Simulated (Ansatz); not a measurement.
Start from `O[SiH2][NH][GeH3]` and change one atom or group to get `BN[SiH2]O`.

Ansatz, PBE0-D4/def2-TZVP geometries, multiplicity 1. Each molecule was computed in one conformer, which needn't be the lowest.

Scalar relativity is left out up to krypton.

| property | `O[SiH2][NH][GeH3]` |
| --- | --- |
| HOMO–LUMO gap (ωB97M-V/def2-TZVPP) / eV | 11.66 |
| HOMO–LUMO gap (PBE/def2-TZVPP) / eV | 5.56 |
| size of the dipole moment (B3LYP/def2-TZVPP) / D | 2.15 |
| HOMO energy (B3LYP/def2-TZVPP) / eV | -7.28 |
| size of the dipole moment (PBE/def2-TZVPP) / D | 2.10 |
| HOMO energy (PBE0/def2-TZVPP) / eV | -7.52 |

Task: Give the same properties after the change, and the shifts. (Estimate.)

Result: Ansatz gave: 
```tsv
property	`BN[SiH2]O`	shift
HOMO–LUMO gap (ωB97M-V/def2-TZVPP) / eV	12.73	1.07
HOMO–LUMO gap (PBE/def2-TZVPP) / eV	6.17	0.61
size of the dipole moment (B3LYP/def2-TZVPP) / D	0.83	-1.32
HOMO energy (B3LYP/def2-TZVPP) / eV	-8.57	-1.29
size of the dipole moment (PBE/def2-TZVPP) / D	0.93	-1.17
HOMO energy (PBE0/def2-TZVPP) / eV	-8.82	-1.30
```

With PBE0 the HOMO falls by 1.30 eV and the LUMO falls by 0.50 eV, so the gap widens by about 0.80 eV. PBE moves the HOMO by -1.27 eV and ωB97M-V by -1.31 eV. Dipoles are sizes alone; their direction can turn.

Positive LUMOs are unbound, so they and the gaps depend on the basis.

B3LYP here is the variant with VWN-RPA as its local correlation; programs differ in this.
